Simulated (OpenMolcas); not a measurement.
Os VII: effect of the IPEA shift

* Program: OpenMolcas 26.06
* Basis: ANO-RCC-VTZP [8s7p5d3f2g1h]
* Scalar Hamiltonian: DKH2, point nucleus
* Active space: 8 electrons in 8 orbitals (RAS1 5p, at most 2 holes; RAS2 5d)
* State averaging: 2S+1 = 3 even, 10 roots; 2S+1 = 1 even, 15 roots
* Spin-orbit coupling: state interaction with AMFI integrals over the reference wave functions, term energies averaged over their components

Methods on the same reference wave functions:
A. RASSCF
B. SS-RASPT2, IPEA 0 Eh, imaginary shift 0.1 Eh (closed shells correlated: 5s)
C. SS-RASPT2, IPEA 0.25 Eh, imaginary shift 0.1 Eh (closed shells correlated: 5s)

Energies in eV above 5d² ³F₂, the measured ground level; measured values from van het Hof, Joshi, Wyart and Sugar, J. Res. Natl. Inst. Stand. Technol. 100, 687 (1995).

```tsv
Level	A	B	C	Measured
5d² ³F₂	0.0000	0.0000	0.0000	0.0000
5d² ³F₃	1.3510	1.379	1.378	1.2780
5d² ³P₀	2.1475	2.034	2.047	1.9635
5d² ³F₄	2.4067	2.386	2.384	
5d² ³P₁	2.9947	2.892	2.907	2.7398
5d² ¹G₄	4.3127	4.085	4.076	3.8775
5d² ³P₂ [56 %]	4.4613	4.324	4.333	4.1072
5d² ¹S₀	7.5440	7.341	7.342	7.1551
```

Deviations, from unrounded energies. A percentage is the sum of absolute deviations over the sum of measured energies, with the sign that they share, or ± where signs differ.

| Against measurement | Levels | A | B | C |
| --- | --- | --- | --- | --- |
| mean absolute deviation (cm-1) | 6 | 2300 | 1300 | 1300 |
| fine structure of the ground term (%) | 1 | +5.7 | +7.9 | +7.9 |
| other terms of the ground configuration (%) | 5 | +8.1 | +4.2 | +4.3 |

B, C lie about equally close to measurement and A furthest from it. The largest miss of B in the table is 5d² ³P₂ [56 %], by +1700 cm-1. The ranking rests on the paired levels alone, and a cruder setting can come out closer through cancelling errors.

Between B and C the level of the table that moves most is 5d² ³P₁, by 120 cm-1 (lowest in B, highest in C). Moves below CASPT2's spread within the term are not significant.

The mean deviations of B to C differ by less than CASPT2's widest spread within a term (430 cm-1), so their order carries little weight.

From A to B the spin-free energies of the other terms of 5d² shown, above ³F, scale by factors of 0.87 to 0.95, as is usual when dynamic correlation screens the repulsion within a d or f shell.

The lowest spin-free term lies below A's lowest term by 0.170 hartree in B, 0.168 hartree in C.

Term energies are means over components that CASPT2 splits; among the terms shown or strongly mixed into the levels shown the widest spread is 430 cm-1 (5d² ³F, B). Active for correlation alone: 5p; no level in the range computed is led by a configuration that opens it, so any true level of that kind is missing. Without dynamic correlation excited terms often stand tens of per cent too high (terms of higher spin than the ground term too low), and those without a measured partner can miss by more than the paired ones (holds for A). Measured partners are found by configuration, term and J. A level has none where our copy of the source lacks it or the pairing is in doubt (some pairs that miss far off the trend of their configuration count as doubtful), and it then counts in no deviation. Only configurations of the active space appear. The table leaves out levels that lie high or whose names do not pair safely across all columns.

A share in square brackets marks a mixed level and gives the weight of the term that names it, the lowest over the columns.
